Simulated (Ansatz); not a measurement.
Consider the substitution at a C–Ga bond: `[CH3][Ga]([CH3])[CH]=O` + `CNC` → `CN(C)C` + `[CH3][GaH][CH]=O`.

Computed with Ansatz on PBE0-D4/def2-TZVP structures; ΔE is electronic, products minus reactants. CCSD(T)/CBS adds triple-zeta CCSD(T) − MP2 to the extrapolated MP2 energy (def2 sets, frozen cores). DFT in def2-TZVPP. For Ga outer-core shells are correlated without core-valence functions, which leaves a few kJ/mol of doubt a bond. Scalar relativity is left out up to krypton. One conformer a species, not always the lowest.

```tsv
level	ΔE (kcal/mol)	difference from CCSD(T)/CBS
PBE-D4	11.9	-1.0
r2SCAN-D4	12.0	-0.9
PBE0-D4	12.0	-0.9
ωB97X-V	11.2	-1.7
ωB97M-V	11.9	-1.0
B2PLYP	12.5	-0.4
PBE	12.3	-0.6
r2SCAN	12.1	-0.8
PBE0	12.3	-0.6
HF/def2-TZVPP	11.2	-1.7
MP2/def2-TZVPP	12.9	0.0
CCSD/def2-TZVPP	12.3	-0.6
CCSD(T)/def2-TZVPP	12.3	-0.6
MP2/def2-QZVPP	13.2	0.3
SCS-MP2/def2-QZVPP	12.5	-0.4
MP2/CBS(def2)	13.5	0.6
CCSD(T)/CBS	12.9	0
```

Largest T1 diagnostic among the species: 0.015.

In def2-TZVPP, CCSD(T) changes the Hartree–Fock value by +1.1 kcal/mol (the triples alone add −0.1 kcal/mol) and MP2 by +1.7 kcal/mol.
